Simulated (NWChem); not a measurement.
C$_{3}$H$_{7}$NSi; SMILES N1([SiH2]C=C1)C

```xyz
12

C     -0.2435     2.0504     0.0961
N     -0.0088     0.6860    -0.2777
C      1.2103     0.0293    -0.0872
C      0.9979    -1.3070     0.0719
Si    -0.8004    -0.8999     0.0005
H      0.5456     2.7017    -0.3175
H     -1.1994     2.3970    -0.3244
H     -0.2758     2.2220     1.1911
H      2.1560     0.5935    -0.1052
H      1.7298    -2.1079     0.1198
H     -1.6014    -0.9386     1.2620
H     -1.6685    -1.3724    -1.1196
```
Atoms are numbered in this order, from 1.

Program: NWChem. Geometry: optimised at PBE0/def2-SVP. Not confirmed as a minimum by frequencies. Level: M05-2X/def2-SVP with SMD (1 M gas to 1 M solution), gas-phase geometry. Reactions with the solvent are ignored.

| solvent | dielectric constant | solvation free energy (kcal/mol) | cavity-dispersion-structure term (kcal/mol) | dipole in solution (D) |
|---|---|---|---|---|
| water | 78.4 | 0.5 | 3.8 | 1.52 |
| dimethyl sulfoxide | 46.8 | -1.7 | 1.5 | 1.52 |
| diethyl ether | 4.24 | -3.4 | -1.0 | 1.38 |
| anisole | 4.22 | -2.8 | -0.3 | 1.38 |
| 1-propanol | 20.5 | -2.7 | 0.4 | 1.50 |
| N,N-dimethylformamide | 37.2 | -2.6 | 0.7 | 1.51 |
